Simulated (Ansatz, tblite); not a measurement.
Cost and result up the ladder for Si₂Mo₄⁺ (6 atoms). The state is a doublet with charge 1. Geometry: PBE-D4/def2-SVP.

```xyz
6

Mo   -0.885   -0.979    0.858
Mo   -0.796    1.257    0.980
Mo    0.673    0.315   -1.388
Mo    1.453    0.795    0.658
Si   -1.722    0.233   -1.116
Si    1.278   -1.622    0.007
```

Ansatz on 4 threads of Intel Xeon Platinum 8259CL on a shared host; xTB runs through tblite on one thread. Times are rough, summed over both states, and most runs start from the orbitals of an earlier one. PBE0-D4/def2-TZVP serves as the yardstick here, not as an exact answer. The other state is a quartet at its own geometry.

In the def2 sets Mo takes a core potential; there is no spin–orbit coupling. The xTB rows come from tblite. The structure comes from a short search, and lower isomers may exist.

Run but left out: HF/def2-TZVP, MP2/def2-TZVP (doublet: ⟨S²⟩ 6.09, where a pure state has 0.75).

xTB has no spin-polarisation term.

```
                          level  functions  wall time  quartet − doublet (eV)  difference from PBE0-D4/def2-TZVP (eV)                                                                           remarks
                       GFN1-xTB         54    0.033 s                   -2.61                                   -2.97                                                                                 –
                       GFN2-xTB         54      0.1 s                   -0.85                                   -1.21                                                                                 –
               PBE-D4/def2-TZVP        234       19 s                    0.35                                   -0.01                                                                                 –
            revPBE-D4/def2-TZVP        234       19 s                    0.38                                    0.02                                                                                 –
            r2SCAN-D4/def2-TZVP        234       47 s                    0.28                                   -0.08                                                                                 –
PBE0-D4/def2-TZVP (with forces)        234       71 s                    0.36                                    0.00                                                                                 –
              ωB97M-V/def2-TZVP        234    2.7 min                    0.58                                    0.22  spin-contaminated (⟨S²⟩ 0.86) (doublet), spin-contaminated (⟨S²⟩ 3.91) (quartet)
```
